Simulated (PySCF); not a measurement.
Compound: C₂H₅BBrP.
SMILES: `C#C[B@@H-]([PH3+])Br`

Computed, not measured: PySCF, PBE0-D3(BJ)/def2-SVP geometry optimisation, gas phase.

Masses are those of the commonest isotopes; rigid-rotor values at the optimised geometry. 

Question: What are A, B and C (cm⁻¹)?

Answer: Ia = 181.74, Ib = 308.78, Ic = 463.89 u·Å²; 505379 MHz·u·Å²/I gives 2781, 1637 and 1089 MHz, that is A = 0.09276, B = 0.05459, C = 0.03634 cm⁻¹.

Question: What kind of rotor is it?

Answer: An asymmetric top. Ray's parameter κ = (2B − A − C)/(A − C) = -0.353; −1 is the prolate and +1 the oblate limit.

Question: What does the inertial defect say?

Answer: Not planar: Δ = Ic − Ia − Ib = -26.63 u·Å². For a rigid frame Δ = −2 Σ m c², so Σ m c² = 13.31 u·Å² lies off the ab plane: 6.39 from hydrogen and 6.92 from heavier atoms. The atom farthest from that plane is 1.89 Å away.

Question: Give the other two planar moments, Paa and Pbb, and the rms extents of the mass along the axes.

Answer: Paa = Σ m a² = (Ib + Ic − Ia)/2 = 295.47 and Pbb = Σ m b² = (Ia + Ic − Ib)/2 = 168.43 u·Å². With the mass M = 149.94 u, the rms extents √(P/M) along a, b and c are 1.40, 1.06, 0.30 Å.

Question: Predict some low-J microwave lines.

Answer: The dipole components are |μa| = 3.13 D, |μb| = 4.15 D, |μc| = 1.16 D. The squared components, which scale the intensities, stand as 0.57 : 1.00 : 0.08 (a : b : c). Some lines, for components of 0.1 D or more:

| type | branch | J(Ka,Kc) | MHz | lower level (cm⁻¹) |
| --- | --- | --- | --- | --- |
| c | Q | 2(1,2) ← 2(0,2) | 751 | 0.268 |
| a | Q | 2(1,1) ← 2(1,2) | 1642 | 0.293 |
| b | Q | 2(1,1) ← 2(0,2) | 2393 | 0.268 |
| c | Q | 3(2,2) ← 3(1,2) | 2726 | 0.644 |
| a | R | 1(0,1) ← 0(0,0) | 2726 | 0.000 |
| a | R | 2(1,2) ← 1(1,1) | 4905 | 0.129 |
| a | R | 2(0,2) ← 1(0,1) | 5298 | 0.091 |
| a | R | 2(1,1) ← 1(1,0) | 6000 | 0.147 |
| c | R | 2(1,1) ← 1(0,1) | 7691 | 0.091 |
| b | R | 3(1,3) ← 2(0,2) | 8023 | 0.268 |
| a | R | 3(2,2) ← 2(2,1) | 8178 | 0.462 |
| b | R | 2(2,1) ← 1(1,0) | 9432 | 0.147 |
| c | R | 2(2,0) ← 1(1,0) | 9586 | 0.147 |
| c | R | 3(1,2) ← 2(0,2) | 11278 | 0.268 |
| b | R | 3(2,2) ← 2(1,1) | 11611 | 0.347 |
| c | R | 3(3,1) ← 2(2,1) | 15353 | 0.462 |
| b | R | 3(3,0) ← 2(2,1) | 15381 | 0.462 |

No PBE0-D3(BJ)/def2-SVP frequencies stand behind this structure, so it isn't proved a minimum. These are rigid-rotor constants of the computed structure; measured ground-state constants (B0) also hold zero-point vibration. A rigid rotor knows nothing of internal rotation, which can split or shift real lines. Quadrupole hyperfine structure (11B, 79Br) is left out.
